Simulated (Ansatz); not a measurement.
Calculated with Ansatz (gas phase, PBE0-D4/def2-TZVP geometries, no zero-point term in ΔE). CCSD(T)/CBS adds triple-zeta CCSD(T) − MP2 to the extrapolated MP2 energy (def2 sets, frozen cores). This one scheme is used for every species, atoms too. Functionals use def2-TZVPP. Open shells (•) are unrestricted, without spin–orbit coupling. Spin–orbit coupling would lower the free atoms: a little for Cl.

Consider the homolysis of the Cl–Si bond: `F[SiH](Cl)Cl` → Cl• + `F[SiH]Cl`•.

```csv
level,ΔE (kJ/mol)
LDA (SPW92),534.1
BLYP-D4,455.6
PBE-QIDH,484.6
LC-ωPBE,467.5
MP2/def2-SVP,463.1
CCSD/def2-SVP,441.8
CCSD/def2-TZVPP,463.9
HF/def2-QZVPP,368.8
```

**Question.** What does CCSD(T)/CBS give? (An estimate is asked.)

**Answer.** Computed: +491.1 kJ/mol. The listed levels differ from it by 43.0, -35.5, -6.5, -23.6, -28.0, -49.3, -27.2, -122.3 kJ/mol.

Largest T1 diagnostic among the species: 0.013.

In def2-TZVPP, CCSD(T) changes the Hartree–Fock value by +104.5 kJ/mol (the triples alone add +9.4 kJ/mol) and MP2 by +126.0 kJ/mol; breaking electron pairs costs correlation energy, which Hartree–Fock lacks. At CCSD(T), def2-SVP lies −44.0 kJ/mol from the extrapolated value and def2-TZVPP −17.8 kJ/mol: correlation converges slowly with the basis, and small sets miss more of it in the bonded molecule than in its fragments.

CCSD(T)/CBS has its own doubt, a few kJ/mol and more with outer-core shells, so smaller differences from it don't rank the levels.
